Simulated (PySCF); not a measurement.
Nitrogen: a sound run and one with changed settings

Sound run: N⁺ [He] 2s2 2p2, N²⁺ [He] 2s2 2p1. Computed with PySCF 2.14 in jorge-DZP-DKH (4s2p1d, 15 functions), with the spin-free X2C one-electron Hamiltonian (Gaussian nucleus). In the sound run the correlated levels freeze 1s2. The sound run starts from symmetry-adapted Hartree-Fock orbitals and uses a fine grid where one is needed.

Changed run: all electrons correlated in a basis built for the valence shell.

```
species   method  sound run (hartree)  changed run (hartree)  converged
     N⁺      MP2            -53.96841              -53.98192        yes
     N⁺  CCSD(T)            -53.99069              -54.00494        yes
    N²⁺      MP2            -52.88431              -52.89769        yes
    N²⁺  CCSD(T)            -52.91344              -52.92745        yes
```

Ionisation energy of N⁺:

```
 method  sound run (eV)  changed run (eV)
    UHF          29.307            29.307
    MP2          29.500            29.503
SCS-MP2          29.403            29.405
   CCSD          29.309            29.316
CCSD(T)          29.314            29.320
```

A valence basis has no tight correlating functions, so it recovers only part of the core correlation, and not evenly between atom and ion.

For comparison, NIST gives 29.601 eV between the lowest levels.
